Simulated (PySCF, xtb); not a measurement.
SSn, SMILES [S]=[Sn] (connectivity only; charge and spin as stated), neutral, multiplicity 1.

GFN2-xTB run with xtb 6.7.1 at its own geometry gives an orbital gap of 2.84 eV and a dipole moment of 7.70 D.

Geometry: PBE-D3(BJ)/def2-TZVP. The def2 effective core potentials stand for the cores of Sn; spin–orbit coupling is left out.

What does PBE/def2-TZVPD run with PySCF give? (Estimate from the structure and the level; the computed values follow.)

gap 3.09 eV (levels -6.32 and -3.23 eV), dipole 3.26 D.
